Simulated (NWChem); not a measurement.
C4H5NO; SMILES c1(cnco1)C

Computed with NWChem. All runs use the structure optimised with PBE0/def2-SVP.

For level Hartree-Fock/def2-SVP:

| Quantity | Value |
|---|---|
| dipole (D) | 2.09 |

How do the values read with level Hartree-Fock/pcseg-1 instead?

The dipole (D) is 2.20.
